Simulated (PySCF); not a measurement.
Exercise with solution: oscillator strength and radiative lifetime

Ge(Br)(OH) (BrGeHO), SMILES [OH][Ge][Br] (connectivity only; charge and spin as stated), neutral, multiplicity 1.

Geometry optimised at B3LYP-D3(BJ)/def2-TZVP. Other conformers were not sampled.

TDDFT-LC-ωPBE/def2-SVPD run with PySCF puts the first singlet state with f over 0.02 at 4.10 eV (vertical), with the transition dipole (0.000, 0.000, 0.543) in atomic units.

Problem. Find the oscillator strength, the wavelength and the radiative lifetime that this transition would have in vacuum if emission retraced absorption.

Solution. 
|μ|² = 0.2948 au, so |μ| = 1.38 D. ΔE = 4.10/27.211 = 0.1507 hartree. f = (2/3) ΔE |μ|² = 0.030 (the program prints 0.030).
λ = 1239.84/4.10 = 302 nm; ν = 33069 cm⁻¹.
Einstein's coefficient A = 0.6670 ν² f s⁻¹ (ν in cm⁻¹) = 2.2e7 s⁻¹, so τ = 1/A = 46 ns. This state is S1. The figure is the radiative limit of this one transition; relaxation, internal conversion, crossing to triplets and a medium change what is measured.
